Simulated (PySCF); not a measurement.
**Electron correlation in Ca⁺ (calcium, charge +1)**

[Ar] 3d1, 2D determinant (an excited configuration). Calculation: PySCF 2.14, in aug-cc-pwCVTZ-X2C; the spin-free X2C one-electron Hamiltonian (Gaussian nucleus). Frozen: [Ne]; 9 electrons correlated.

| level | correlation energy (mhartree) |
| --- | --- |
| CCSD | -242.39 |
| (T) | -5.35 |
| CCSD(T) | -247.74 |

Diagnostics: T1 = 0.0028, D1 = 0.0060, largest double amplitude 0.020.

Problem. Is a single reference adequate?

Solution. Yes: T1 lies below 0.03 and no double amplitude reaches 0.07.
